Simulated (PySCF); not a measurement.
1-(chloromethyl)-1-fluorocyclopropane (C₄H₆ClF), SMILES FC1(CCl)CC1. Coordinates come from a PBE-D3(BJ)/def2-SVP optimisation. The values are those of a single conformer.

Computed equilibrium geometry at PBE-D3(BJ)/def2-SVP (PySCF confirms it by a frequency run) as bond lengths and angles (one conformer of several):
Atoms: F1 C2 C3 Cl4 C5 C6 H7 H8 H9 H10 H11 H12. Bonded distances (Å): F1–C2 1.376, C2–C3 1.500, C2–C5 1.508, C2–C6 1.498, C3–Cl4 1.809, C3–H7 1.107, C3–H8 1.106, C5–C6 1.521, C5–H9 1.101, C5–H10 1.101, C6–H11 1.101, C6–H12 1.100. Bond angles (°): F1–C2–C3 112.2, F1–C2–C5 116.3, F1–C2–C6 116.4, C3–C2–C5 120.5, C3–C2–C6 121.8, C5–C2–C6 60.8, C2–C3–Cl4 112.4, C2–C3–H7 110.1, C2–C3–H8 110.6, Cl4–C3–H7 107.1, Cl4–C3–H8 107.3, H7–C3–H8 109.1, C2–C5–C6 59.3, C2–C5–H9 119.1, C2–C5–H10 115.5, C6–C5–H9 119.4, C6–C5–H10 117.3, H9–C5–H10 115.0, C2–C6–C5 59.9, C2–C6–H11 118.2, C2–C6–H12 115.8, C5–C6–H11 119.5, C5–C6–H12 117.3, H11–C6–H12 115.1.
